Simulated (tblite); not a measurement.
Species: C8H15PS.
Structure used (GFN2-xTB), in Å, numbered top down from 1:
```
atom  x, y, z in Å
C1     2.3748   -1.0629    1.2090
C2     1.7192    0.0844    1.1763
C3     1.4607    0.8651   -0.0639
P4    -0.2778    1.0115   -0.6643
C5    -0.2859    2.3107   -1.7571
C6    -1.3686    0.7468    0.8591
C7    -1.4617   -0.6409    1.4690
S8    -2.0626   -1.8680    0.2723
C9    -0.6508   -1.8002   -0.8724
C10   -0.6222   -0.4970   -1.6484
H11    2.7649   -1.5206    0.3136
H12    2.5526   -1.5925    2.1295
H13    1.3581    0.5294    2.0952
H14    2.0177    0.4617   -0.9154
H15    1.7700    1.9066    0.0749
H16   -1.2469    2.3959   -2.2610
H17   -0.0115    3.2441   -1.2696
H18   -2.3657    1.0655    0.5293
H19   -1.0319    1.4720    1.6106
H20   -2.1873   -0.6487    2.2837
H21   -0.5003   -0.9936    1.8410
H22    0.2558   -1.9451   -0.2838
H23   -0.7798   -2.6479   -1.5468
H24   -1.5827   -0.3350   -2.1474
H25    0.1512   -0.5171   -2.4243
```

Calculated harmonic vibrations of the isolated species, GFN2-xTB (tblite), most abundant isotopes, no scaling. Errors from tens to a few hundred cm⁻¹ against measured bands are possible. One conformer, not necessarily the lowest.

Harmonic wavenumbers (cm⁻¹): 37.0, 83.9, 103.5, 144.3, 181.5, 216.2, 222.0, 238.9, 260.8, 286.9, 323.5, 331.5, 372.9, 401.0, 453.4, 553.8, 613.2, 663.9, 673.9, 692.4, 742.9, 746.7, 754.9, 790.7, 826.5, 860.0, 897.7, 902.9, 938.6, 955.2, 1005.4, 1024.5, 1032.6, 1038.9, 1051.9, 1069.7, 1099.6, 1121.0, 1153.7, 1164.2, 1196.8, 1246.7, 1253.1, 1257.4, 1267.8, 1290.1, 1399.1, 1401.5, 1414.7, 1422.2, 1425.6, 1434.4, 1442.5, 1703.8, 2900.5, 2916.4, 2919.5, 2922.9, 2936.5, 2942.4, 2960.9, 2976.1, 2977.5, 2980.8, 2986.5, 2990.3, 3049.7, 3094.8, 3125.7.

A = 1153, B = 893.1, C = 685.0 MHz; mass 174.063 u (most abundant isotopes); point group C1, symmetry number 1.

Zero-point energy?

Half the sum of the wavenumbers: 44934 cm⁻¹ = 128.47 kcal/mol.

Entropy at 298.15 K, 1 bar (ideal gas, RRHO, classical rotation)?

Translation 41.40, rotation 30.50, vibration 36.74: S = 108.6 cal/(mol K).

And Cp and H(298.15 K) − H(0)?

Cp = 49.55 cal/(mol K), of which vibrations give 41.61 (their classical limit is 69 R = 137.1); H(298.15 K) − H(0) = 8.38 kcal/mol without the zero-point energy, 6.01 from vibrations.

Blend soft modes into free rotors: weight 1/[1 + (100 cm⁻¹/ν̃)⁴] for the oscillator and the rest for a rotor with moment μB/(μ + B), μ = h/(8π²ν), B = 10⁻⁴⁴ kg m². What vibrational entropy results?

34.41 cal/(mol K) in place of 36.74, which changes −T·S at 298.15 K by +0.70 kcal/mol.

How do the functions run with temperature in this model?

```csv
T (K),S (cal/(mol K)),Cp (cal/(mol K)),H − H(0) (kcal/mol),G − H(0) (kcal/mol),ln q(vib)
100,72.8,21.3,1.37,-5.90,1.89
200,91.9,35.3,4.21,-14.17,5.06
300,108.9,49.8,8.47,-24.22,8.42
500,140.7,75.1,21.10,-49.23,15.30
800,181.5,98.5,47.47,-97.77,25.37
1000,204.7,108.7,68.23,-136.43,31.64
```

q(vib) and H(0) count from the zero-point level.

What must be added to the electronic energy to get the Gibbs energy at 298.15 K and 1 bar?

ZPE + [H(298.15 K) − H(0)] − T·S = 128.47 + 8.38 − 32.39 = 104.46 kcal/mol.

Which modes carry the vibrational entropy at 298.15 K?

37.0 cm⁻¹: 5.41; 83.9 cm⁻¹: 3.80; 103.5 cm⁻¹: 3.39; 144.3 cm⁻¹: 2.75; 181.5 cm⁻¹: 2.31; 216.2 cm⁻¹: 1.99 cal/(mol K); the other 63 give 17.09 together.

Hindered rotation and anharmonicity are outside this model. Other conformers, if any are populated, would add a mixing term that is left out. The structure is chiral; the term R ln 2 for an equal mix with its mirror image is left out.
